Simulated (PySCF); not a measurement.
## Stationary points of Sr₂S₂

Level of theory: PBE0/[Sr def2-TZVP with ECP28, S def2-TZVP], scalar-relativistic core potentials, density fitting, no spin–orbit coupling, PySCF.

Relaxations began from a few typed shapes. The search is not exhaustive: other isomers or separated fragments can lie lower, and high-lying points may rest on an excited occupation.

(1) Which is the lowest minimum found?
A. singlet D∞h: Sr–S 2.423 Å (×2), Sr–Sr 4.727 Å; S–Sr–Sr 180.0° (×2)
B. singlet D2h: Sr–S 2.661 Å (×4); Sr–S–Sr 85.2° (×2), S–Sr–S 94.8° (×2)
C. singlet C2h: Sr–S 2.423 Å (×2), Sr–Sr 4.898 Å; S–Sr–Sr 153.8° (×2)

Answers

(1) B. The others lie at 444.4 (singlet D∞h), 445.2 (singlet C2h) kJ/mol above it.
